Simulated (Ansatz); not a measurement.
Start from `C=CC([SiH3])S` and change one atom or group to get `[SiH3]OC([SiH3])S`.

Ansatz, PBE0-D4/def2-TZVP geometries, multiplicity 1. Each molecule was computed in one conformer, which needn't be the lowest.

```csv
property,`C=CC([SiH3])S`
HOMO–LUMO gap (PBE/def2-TZVPP) / eV,4.46
size of the dipole moment (ωB97M-V/def2-TZVPP) / D,1.34
LUMO energy (B3LYP/def2-TZVPP) / eV,-0.50
LUMO energy (ωB97M-V/def2-TZVPP) / eV,1.73
HOMO energy (ωB97M-V/def2-TZVPP) / eV,-9.13
HOMO–LUMO gap (PBE0/def2-TZVPP) / eV,6.64
```

(1) What does the change do to each property? (An estimate is asked.)

## Answers

(1) The calculation gave: 
```json
{"property": "HOMO–LUMO gap (PBE/def2-TZVPP) / eV", "`[SiH3]OC([SiH3])S`": "5.04", "shift": "0.58"}
{"property": "size of the dipole moment (ωB97M-V/def2-TZVPP) / D", "`[SiH3]OC([SiH3])S`": "0.33", "shift": "-1.01"}
{"property": "LUMO energy (B3LYP/def2-TZVPP) / eV", "`[SiH3]OC([SiH3])S`": "-0.43", "shift": "0.07"}
{"property": "LUMO energy (ωB97M-V/def2-TZVPP) / eV", "`[SiH3]OC([SiH3])S`": "1.51", "shift": "-0.22"}
{"property": "HOMO energy (ωB97M-V/def2-TZVPP) / eV", "`[SiH3]OC([SiH3])S`": "-9.57", "shift": "-0.44"}
{"property": "HOMO–LUMO gap (PBE0/def2-TZVPP) / eV", "`[SiH3]OC([SiH3])S`": "7.15", "shift": "0.51"}
```

With PBE0 the HOMO falls by 0.44 eV and the LUMO rises by 0.07 eV, so the gap widens by about 0.51 eV. PBE moves the HOMO by -0.41 eV and ωB97M-V by -0.44 eV. Dipoles are sizes alone; their direction can turn.

Positive LUMOs are unbound, so they and the gaps depend on the basis.

B3LYP here is the variant with VWN-RPA as its local correlation; programs differ in this.
